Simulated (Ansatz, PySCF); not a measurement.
This Ansatz (an electronic-structure program) input computes a r2SCAN/def2-TZVPD energy:

Ansatz 0.2 input:
```yaml
crystal:
  periodic: [false, false, false]
  atoms:
    - {symbol: F, position_ang: [1.61414177, -0.75939650, -0.00912198]}
    - {symbol: C, position_ang: [0.70663291, 0.38027081, -0.03316302]}
    - {symbol: C, position_ang: [-0.52663378, -0.12917789, 0.01840335]}
    - {symbol: F, position_ang: [-1.63954444, 0.72176293, 0.01129491]}
    - {symbol: H, position_ang: [-0.85137075, -1.16785533, 0.06900167]}
basis:
  gaussian:
    orbitals: def2-TZVPD
hamiltonian:
  xc: {name: r2SCAN}
total_charge: -1
output: {forces: true}
```

### Question
Write an input for the same energy in PySCF and say what it gives.

### Answer

```python
from pyscf import gto, scf, dft

mol = gto.M(
    atom='''
    F     1.61414177   -0.75939650   -0.00912198
    C     0.70663291    0.38027081   -0.03316302
    C    -0.52663378   -0.12917789    0.01840335
    F    -1.63954444    0.72176293    0.01129491
    H    -0.85137075   -1.16785533    0.06900167
    ''',
    basis='def2-tzvpd',
    charge=-1,
    spin=0,
    verbose=4,
)

mf = dft.RKS(mol, xc='r2scan').density_fit(auxbasis='def2-universal-jkfit')
mf.grids.level = 4
mf.conv_tol = 1e-9
mf.max_cycle = 100
mf.max_memory = 1500
mf.kernel()
if not mf.converged:
    mf = mf.newton()
    mf.kernel(mf.make_rdm1())
mf.analyze()
```
It gives -276.42105 Eh, and Ansatz -276.42099 Eh, a difference of 0.06 mEh, from the treatment of integrals and grids.

It need not be the lowest isomer of its formula. Whether it binds its extra electron was not tested at this geometry.
